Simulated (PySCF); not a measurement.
Compound: C₇H₁₆B₂.
InChI=1S/C7H16B2/c1-9(2)7-4-3-5-8-6-7/h7-8H,3-6H2,1-2H3/t7-/m1/s1

The closed-shell ground state was solved at several levels (PySCF, density fitting, gas phase, non-relativistic). One conformer (not necessarily the lowest) at the PBE0-D3(BJ)/def2-SVP geometry, without solvent, vibrations or thermal averaging.

| level | basis functions | HOMO (eV) | LUMO (eV) | gap (eV) | dipole (D) |
| --- | --- | --- | --- | --- | --- |
| mPW1PW91/pcSseg-1 | 233 | -7.38 | -0.67 | 6.71 | 0.47 |
| PBE0/pcSseg-1 | 233 | -7.35 | -0.68 | 6.67 | 0.48 |

Problem. Estimate the row for CAM-B3LYP/def2-SVPD, a basis of 308 functions; the other rows only guide the guess.

Solution. HOMO -8.73 eV, LUMO 0.38 eV, gap 9.11 eV, dipole 0.49 D.

Problem. Over all these levels, which gives the widest orbital gap and which the narrowest?

Solution. CAM-B3LYP/def2-SVPD (range-separated hybrid) has the widest, 9.11 eV, and PBE0/pcSseg-1 (global hybrid, 25 % exact exchange) the narrowest, 6.67 eV. Functional and basis both differ between the two, so the spread mixes both effects.

Problem. How far do the dipole and the HOMO energy spread over the levels?

Solution. The dipole runs from 0.47 to 0.49 D (mean 0.48 D) and the HOMO from -8.73 to -7.35 eV.
